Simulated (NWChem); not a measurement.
GeBr cation, singlet

Results from NWChem. Low-valent species are run as closed-shell singlets; no triplet was tried in these runs. All runs use the structure optimised with B3LYP/6-31G* (spherical d). Vertical excitations in the gas phase; the lowest state need not have the same character in each row.

```csv
level,"lowest excitation, singlet (eV)",oscillator strength of that lowest state,"lowest state with f > 0.02, singlet (eV)",oscillator strength of that bright state,orbital gap (eV)
"PBE/def2-SVP, TDA",4.00,0.000,4.79,0.023,4.00
"B3LYP/def2-SVP, TDA",(withheld),0.000,4.80,0.025,(withheld)
"CAM-B3LYP/def2-SVP, TDA",4.33,0.000,4.81,0.029,8.16
"PBE0/def2-SVP, TDA",4.30,0.000,4.86,0.030,5.91
```

### Question
What belongs in the gaps?

### Answer

- B3LYP/def2-SVP, TDA, lowest excitation, singlet (eV): 4.12
- B3LYP/def2-SVP, TDA, orbital gap (eV): 5.41
